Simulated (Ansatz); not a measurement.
`C[CH2][Zn][F]` + `O[SiH3]` → `[F][Zn][O][SiH3]` + `CC` at 400 K and 1 bar (ligand exchange at a Zn–C bond).

Program: Ansatz. Geometries: PBE0-D4/def2-TZVP. ΔE: electronic, gas phase. CBS: MP2 limit from def2 TZ/QZ plus the TZ coupled-cluster correction, frozen cores. This one scheme is used for every species. For Zn outer-core shells are correlated without core-valence functions, which leaves a few kJ/mol of doubt a bond. Scalar relativity is left out up to krypton. One conformer a species, not always the lowest.

| species | CCSD(T)/CBS energy (Eh) | H − E (kJ/mol) | S (J/(mol·K)) |
| --- | --- | --- | --- |
| `C[CH2][Zn][F]` | -1957.32060 | 202.3 | 349.5 |
| `O[SiH3]` | -366.69042 | 120.0 | 276.4 |
| `[F][Zn][O][SiH3]` | -2244.31866 | 110.6 | 377.1 |
| `CC` | -79.71954 | 213.5 | 244.3 |

H − E and S are ideal-gas, rigid-rotor, harmonic terms from PBE0-D4/def2-TZVP, for one conformer and one mirror image of each species. 1 Eh = 2625.50 kJ/mol, R = 8.31446 J/(mol·K).

Problem. By hand: ΔE, ΔH, ΔS and ΔG.

Solution. ΔE = (-2244.31866) + (-79.71954) − (-1957.32060) − (-366.69042) = -0.02718 Eh = -71.4 kJ/mol. Δ(H − E) = 110.6 + 213.5 − 202.3 − 120.0 = 1.8, so ΔH = -69.6 kJ/mol. ΔS = 377.1 + 244.3 − 349.5 − 276.4 = -4.5 J/(mol·K). ΔG = -69.6 − 400 × (-4.5)/1000 = -67.8 kJ/mol.

Problem. By hand: the equilibrium constant, and the temperature at which ΔG would vanish if ΔH and ΔS stayed fixed.

Solution. log₁₀ K = −ΔG/(RT ln 10) = 8.9. ΔG = 0 at ΔH/ΔS = 15467 K, far beyond where these terms or the molecules hold.

The number of gas molecules stays the same, so ΔS is small and ΔH decides. A doubt of 5 kJ/mol in ΔE shifts log₁₀ K by 0.7 here. Other conformers and mirror images would add mixing entropy, several J/(mol·K) or more a flexible species. Modes under 60 cm⁻¹, often nearly free rotors, make the harmonic entropy too high. These are equilibria of isolated gas molecules and say nothing of rates. Largest T1 diagnostic: 0.017 (customary marks: 0.02 for closed shells, 0.045 for open ones).
